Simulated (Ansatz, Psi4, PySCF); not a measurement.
H2 (SMILES [H][H]) and CH4S (SMILES CS) are pulled apart as rigid monomers along the line of their centres of mass, from the B3LYP-D3(BJ)/def2-TZVP minimum. Starting geometry (charge 0, multiplicity 1):
```xyz
8

H      0.0296    -0.3295     0.1544
H      0.3783    -0.1610    -0.4832
C      0.9006     0.7277     3.0864
S     -0.7370    -0.0717     3.0700
H      0.9060     1.6019     3.7338
H      1.5935    -0.0103     3.4872
H      1.2181     0.9978     2.0813
H     -1.4255     0.9703     2.5763
```

Interaction energies with rigid monomers; basis-set methods are counterpoise corrected unless marked otherwise.

Frozen-core correlation. Rows in 6-31G* carry no dispersion term and start afresh at each structure (6-31G* with six Cartesian d functions). MP2/6-31G* freezes PySCF's default core.

The values were computed with Ansatz (Gaussian basis) for Hartree–Fock, density functionals and correlated methods; Psi4 for SAPT; PySCF for 6-31G* rows, the dispersion terms. 

| H1···S4 (Å) | PBE-D4/def2-TZVPPD (kcal/mol) | MP2/6-31G* (kcal/mol) | MP2/6-31G* (no counterpoise) (kcal/mol) | MP2/aug-cc-pV(T+d)Z (kcal/mol) | SAPT0/jun-cc-pV(D+d)Z (kcal/mol) |
|---|---|---|---|---|---|
| 2.73 | -0.84 | 1.11 | 0.73 | -0.22 | 0.37 |
| 3.03 | -1.07 | 0.17 | -0.08 | -0.64 | -0.25 |
| 3.48 | -0.85 | -0.15 | [?] | -0.57 | -0.36 |
| 4.23 | -0.39 | -0.12 | -0.18 | -0.27 | -0.19 |
| 5.43 | -0.11 | -0.04 | -0.04 | -0.08 | [?] |

Task: Some entries are withheld; supply them.

Result: 
- 5.43, SAPT0/jun-cc-pV(D+d)Z (kcal/mol): -0.06
- 3.48, MP2/6-31G* (no counterpoise) (kcal/mol): -0.30

Ansatz is a first-principles code.
